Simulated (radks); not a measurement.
Spherical quantum dot in the effective-mass picture: electrons in a well V = -V0 / (1 + exp((r - R)/a)) with V0 = 7.72, R = 2.7, a = 0.097, all in effective atomic units (hartree* = m*/eps^2 hartree, bohr* = eps/m* bohr), one dielectric constant everywhere. Method: non-relativistic Kohn-Sham, exchange-only LDA, spin-polarised, spherical densities; computed with a radial shooting solver with Libxc functionals. Levels are named by radial order and angular momentum (1s, 1p, 1d, 2s, ...), and open shells are averaged over m. Results are scaled to m* = 0.107 and eps = 12.2, for which hartree* = 19.56 meV and bohr* = 6.034 nm.

N = 3, configuration 1s2 1p(up 1, down 0). This is the lowest configuration that the search found. Occupied and some empty levels:

level,occupation,eigenvalue (meV),<r> (nm)
1s up,1,-114.04,9.412
1s down,1,-112.52,9.358
1p up,1,-103.71,10.75
1p down,0,-102.06,10.74
1d up,0,-89.660,11.64
1d down,0,-87.993,11.65
2s up,0,-79.347,8.786
2s down,0,-78.260,8.805
1f up,0,-72.444,12.32
1f down,0,-70.803,12.34

Energy (meV): total -373.025, kinetic 40.412, external -445.10, Hartree 48.293, exchange-correlation -16.632.
